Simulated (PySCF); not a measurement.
Output of ΔSCF core-hole calculations on `[SiH3]S[SiH2][GeH2][GeH3]`.

Theory: delta-SCF UKS SCAN, pcX-2 on the ionised atom, pcseg-1 elsewhere, spin-free X2C in PySCF 2.14.0. Atoms in this output count from 0. The cycles run on a coarse integration grid; for E(ground) and E(ion) the exchange–correlation energy is redone on a finer one, so they differ from the last cycle, and only they enter the binding energy.

Coordinates (Å, PBE0-D3(BJ)/def2-SVP):
```
Si     2.288891     1.065924    -0.074854
S      1.148322     0.570665     1.680912
Si     0.444195    -1.383646     1.077695
Ge    -0.992534    -1.157458    -0.814773
Ge    -2.225259     0.905788    -0.503569
H      3.262333    -0.021777    -0.390500
H      1.397776     1.268248    -1.256084
H      3.009152     2.331549     0.237278
H      1.604395    -2.293258     0.825176
H     -0.332539    -1.889140     2.247644
H     -0.177644    -1.109865    -2.122438
H     -1.957894    -2.358165    -0.887409
H     -2.842414     0.927548     0.905624
H     -3.356301     1.014070    -1.544795
H     -1.287246     2.113780    -0.662145
```

```
ground state, core basis on atom 2 (Si), 200 functions
  cycle   1  E = -5173.32203230  |g| = 2.87e-01
  cycle   2  E = -5173.32190292  |g| = 4.25e-02
  cycle   3  E = -5173.32142872  |g| = 5.05e-02
  cycle   4  E = -5173.32224241  |g| = 1.04e-02
  cycle   5  E = -5173.32227500  |g| = 1.37e-03
  cycle   6  E = -5173.32227783  |g| = 2.18e-04
  E(ground) = -5173.62102206 Eh
hole in Si 1s of atom 2
  cycle   1  E = -5104.36499144  |g| = 4.35e+00
  cycle   2  E = -5103.72269279  |g| = 2.43e+00
  cycle   3  E = -5104.29837645  |g| = 1.17e+00
  cycle   4  E = -5105.30137231  |g| = 4.51e-01
  cycle   5  E = -5105.43477599  |g| = 1.43e-01
  cycle   6  E = -5105.44451427  |g| = 8.11e-02
  cycle   7  E = -5105.44936161  |g| = 1.55e-02
  cycle   8  E = -5105.44952120  |g| = 3.75e-03
  cycle   9  E = -5105.44952872  |g| = 1.74e-03
  cycle  10  E = -5105.44953114  |g| = 4.86e-04
  E(ion) = -5105.75700635 Eh   <S^2> = 0.7527   hole on atom = 1.000
```

Problem. What is the Si 1s binding energy of atom 2?

Solution. (-5105.757006 − (-5173.621022)) Eh × 27.2114 eV/Eh = 1846.67 eV, for the SiH2 silicon.

```
ground state, core basis on atom 0 (Si), 200 functions
  cycle   1  E = -5173.29592265  |g| = 3.06e-01
  cycle   2  E = -5173.26352969  |g| = 4.20e-01
  cycle   3  E = -5173.32065075  |g| = 6.81e-02
  cycle   4  E = -5173.32230862  |g| = 1.90e-02
  cycle   5  E = -5173.32243475  |g| = 4.90e-03
  cycle   6  E = -5173.32244316  |g| = 1.18e-03
  cycle   7  E = -5173.32244304  |g| = 3.35e-04
  E(ground) = -5173.62134268 Eh
hole in Si 2p of atom 0
  cycle   1  E = -5169.02622399  |g| = 1.23e+00
  cycle   2  E = -5167.44322674  |g| = 1.64e+00
  cycle   3  E = -5169.09718066  |g| = 5.46e-01
  cycle   4  E = -5169.34941439  |g| = 1.19e-01
  cycle   5  E = -5169.35582144  |g| = 7.50e-02
  cycle   6  E = -5169.35948715  |g| = 2.30e-02
  cycle   7  E = -5169.35984580  |g| = 7.34e-03
  cycle   8  E = -5169.35987643  |g| = 2.86e-03
  cycle   9  E = -5169.35987822  |g| = 8.21e-04
  cycle  10  E = -5169.35988154  |g| = 2.30e-04
  E(ion) = -5169.67073189 Eh   <S^2> = 0.7527   hole on atom = 1.003
```

Problem. What energy does this spin-free Si 2p hole on atom 0 cost, and which doublet follows from it?

Solution. (-5169.670732 − (-5173.621343)) Eh × 27.2114 eV/Eh = 107.50 eV. With the spin–orbit matrix of the shell the program then gives 2p3/2 = 107.26 eV and 2p1/2 = 107.88 eV; their weighted mean, 107.47 eV, differs from that hole by -0.03 eV, as the three ground-state 2p orbitals of the atom aren't degenerate.

The ground state is recomputed for each atom, because the flexible core basis sits on the ionised atom alone; energies of different blocks can't be mixed. One conformer (not necessarily the lowest) at the PBE0-D3(BJ)/def2-SVP geometry, without solvent, vibrations or thermal averaging.

Hardware: an Arm Neoverse N1 with one thread, shared host with 64 logical CPUs at a one-minute load of 56. Cost: 1.8 min wall, 0.67 GiB resident at most.

Shape of the structure used: `[SiH3:1][S:2][SiH2:3][GeH2:4][GeH3:5]`: Si1–S2–Si3–Ge4 -65°, S2–Si3–Ge4–Ge5 -36°.
Labels such as C1 count atoms from 1, the log's own numbers from 0.
